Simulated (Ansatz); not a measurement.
Consider the formal exchange of groups at the Si–Al bond: `[SiH3][AlH][SiH]1CO1` + `CI` → `I[SiH]1CO1` + `[CH3][AlH][SiH3]`.

Computed with Ansatz on PBE0-D4/def2-TZVP structures; ΔE is electronic, products minus reactants. CCSD(T)/CBS adds triple-zeta CCSD(T) − MP2 to the extrapolated MP2 energy (def2 sets, frozen cores). DFT in def2-TZVPP. B3LYP here is the variant with VWN-RPA as its local correlation; programs differ in this. HSE06 is defined as in plane-wave codes. Elements past krypton have def2 core potentials. For I outer-core shells are correlated without core-valence functions, which leaves a few kJ/mol of doubt a bond. Each species was taken in one conformer, which may not be the lowest.

| level | ΔE (kJ/mol) | difference from CCSD(T)/CBS |
| --- | --- | --- |
| LDA (SPW92) | -114.6 | 7.8 |
| PBE-D4 | -108.1 | 14.3 |
| BLYP-D4 | -110.3 | 12.1 |
| r2SCAN-D4 | -123.2 | -0.8 |
| B97M-V | -122.7 | -0.3 |
| PBE0-D4 | -116.3 | 6.1 |
| B3LYP-D4 | -117.5 | 4.9 |
| r2SCAN0-D4 | -127.6 | -5.2 |
| HSE06-D4 | -116.2 | 6.2 |
| CAM-B3LYP-D4 | -124.1 | -1.7 |
| ωB97X-V | -122.3 | 0.1 |
| ωB97M-V | -129.9 | -7.5 |
| B2PLYP | -122.8 | -0.4 |
| PBE-QIDH | -125.9 | -3.5 |
| PBE | -108.7 | 13.7 |
| revPBE | -107.3 | 15.1 |
| BLYP | -111.3 | 11.1 |
| r2SCAN | -123.6 | -1.2 |
| PBE0 | -117.0 | 5.4 |
| B3LYP | -118.4 | 4.0 |
| r2SCANh | -125.6 | -3.2 |
| HSE06 | -116.9 | 5.5 |
| BHLYP | -126.5 | -4.1 |
| CAM-B3LYP | -124.9 | -2.5 |
| LC-ωPBE | -126.9 | -4.5 |
| HF/def2-SVP | -125.9 | -3.5 |
| MP2/def2-SVP | -127.8 | -5.4 |
| CCSD/def2-SVP | -117.4 | 5.0 |
| CCSD(T)/def2-SVP | -115.0 | 7.4 |
| HF/def2-TZVPP | -130.4 | -8.0 |
| MP2/def2-TZVPP | -131.2 | -8.8 |
| SCS-MP2/def2-TZVPP | -125.5 | -3.1 |
| CCSD/def2-TZVPP | -120.0 | 2.4 |
| CCSD(T)/def2-TZVPP | -117.3 | 5.1 |
| HF/def2-QZVPP | -131.4 | -9.0 |
| MP2/def2-QZVPP | -134.5 | -12.1 |
| SCS-MP2/def2-QZVPP | -128.9 | -6.5 |
| HF/CBS(def2) | -131.6 | -9.2 |
| MP2/CBS(def2) | -136.4 | -14.0 |
| CCSD/CBS(def2) | -125.1 | -2.7 |
| CCSD(T)/CBS | -122.4 | 0 |

Largest T1 diagnostic among the species: 0.016.

From BLYP to BHLYP (50 % exact exchange), in def2-TZVPP and without D4, ΔE moves by −15.3 kJ/mol. At CCSD(T), def2-SVP lies +7.4 kJ/mol from the extrapolated value and def2-TZVPP +5.1 kJ/mol. Leaving LDA and LC-ωPBE aside and taking each functional with its dispersion term where it has one, the values, not all of them listed here, spread over 23.7 kJ/mol, from ωB97M-V to revPBE-D4. LDA lies −5.8 kJ/mol from PBE without D4.

CCSD(T)/CBS has its own doubt, a few kJ/mol and more with outer-core shells, so smaller differences from it don't rank the levels.
